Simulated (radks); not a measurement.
Values are calculated unless marked as measured or tabulated.
Radial electron density D(r) = 4 pi r^2 rho(r) of an atom or ion with 35 electrons. Level of theory: scalar-relativistic Kohn-Sham, LDA (Slater exchange, VWN5 correlation), spin-polarised, spherical densities, finite nucleus; Fermi nuclear charge, rms radius of each element as measured or else 0.836 A^(1/3) + 0.57 fm (a radial shooting solver on a logarithmic mesh with Libxc functionals).

```
   r/bohr * D(r) (the largest magnitude, 101, reaches the edge; | marks zero)
 0.002562 |      *
 0.002888 |        *
 0.003256 |         *
 0.003701 |           *
 0.004173 |              *
 0.004705 |                *
 0.005348 |                   *
 0.006029 |                      *
 0.006798 |                         *
 0.007726 |                            *
 0.008711 |                               *
 0.009822 |                                  *
  0.01116 |                                     *
  0.01259 |                                       *
  0.01419 |                                         *
  0.01613 |                                         *
  0.01819 |                                         *
   0.0205 |                                        *
   0.0233 |                                       *
  0.02628 |                                      *
  0.02963 |                                    *
  0.03367 |                                    *
  0.03796 |                                     *
   0.0428 |                                        *
  0.04826 |                                            *
  0.05485 |                                                *
  0.06185 |                                                    *
  0.06973 |                                                      *
  0.07925 |                                                      *
  0.08936 |                                                   *
   0.1007 |                                              *
   0.1145 |                                         *
   0.1291 |                                      *
   0.1456 |                                      *
   0.1654 |                                         *
   0.1865 |                                            *
   0.2103 |                                              *
    0.239 |                                            *
   0.2695 |                                      *
   0.3039 |                             *
   0.3454 |                    *
   0.3894 |              *
   0.4391 |            *
    0.499 |          *
   0.5626 |          *
   0.6344 |        *
   0.7153 |     *
   0.8129 |  *
   0.9166 | *
    1.033 |*
    1.175 *
    1.324 *
    1.493 *
    1.697 *
```

What is the nuclear charge?

Answer. Z = 59. The innermost maximum, from 1s, lies near gamma/Z bohr with gamma = sqrt(1 - (Z/c)^2) = 0.903, here 0.0153 bohr (found: 0.0168), and its height grows with Z. The density is that of the praseodymium ion Pr24+ in [Ar] 3d10 4s2 4p5; the configuration itself is not fixed sharply by these data, and Z only to a few units. D(r) has 3 maxima, at r = 0.0168, 0.0737, 0.212 bohr, and minima at 0.0324, 0.139 bohr, inside which lie 1.96, 11.06 electrons.
